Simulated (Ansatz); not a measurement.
Changing the shape of NiF, doublet

Computed with Ansatz's Gaussian-basis code (development build). Basis def2-SVP, nonrelativistic, 6 orbitals frozen in the corrections; active space CAS(17,10). Restricted Hartree–Fock, then the lowest state-specific CASSCF solution met for each case. A CASSCF solution shown is a saddle point in the orbitals. A minimal or small basis: far from the basis limit. Single-reference values can break down or jump between states where bonds are stretched. Solutions in different active orbitals can move differences by tenths of an eV and at times more than 1 eV.

Case A: bond length 2.6085 Å. A bond is stretched, to 1.44 times the sum of the covalent radii.

Case B: bond length 3.4780 Å. A bond is stretched, to 1.92 times the sum of the covalent radii.

Energy less that of case A, in eV:

| case | RHF/ROHF | CASSCF |
| --- | --- | --- |
| B | +1.987 | +1.148 |

Problem. What does SC-NEVPT2 give for these differences?

Solution. B: +2.089 eV (48.2 kcal/mol).
